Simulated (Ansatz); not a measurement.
Gas-phase electronic energies from Ansatz, PBE0-D4/def2-TZVP geometries. CCSD(T)/CBS adds triple-zeta CCSD(T) − MP2 to the extrapolated MP2 energy (def2 sets, frozen cores). This one scheme is used for every species. def2 core potentials past Kr. For In outer-core shells are correlated without core-valence functions, which leaves a few kJ/mol of doubt a bond. One conformer a species, not always the lowest.

Consider the formal hydrolysis of the In–C bond: `[CH3][In]([CH3])[NH2]` + H₂O → `[CH3][In]([NH2])[OH]` + CH₄.

| species | CCSD(T)/CBS(def2) energy (Eh) |
| --- | --- |
| `[CH3][In]([CH3])[NH2]` | -325.44663 |
| H₂O | -76.37941 |
| `[CH3][In]([NH2])[OH]` | -361.38627 |
| CH₄ | -40.46206 |

Q: Work out ΔE.

A: ΔE = (-361.38627) + (-40.46206) − (-325.44663) − (-76.37941) = -0.02229 Eh = -58.5 kJ/mol.

Largest T1 diagnostic among the species: 0.015.

At CCSD(T), def2-SVP lies −6.2 kJ/mol from the extrapolated value and def2-TZVPP +2.7 kJ/mol. From BLYP to BHLYP (50 % exact exchange), in def2-TZVPP and without D4, ΔE moves by +6.7 kJ/mol.
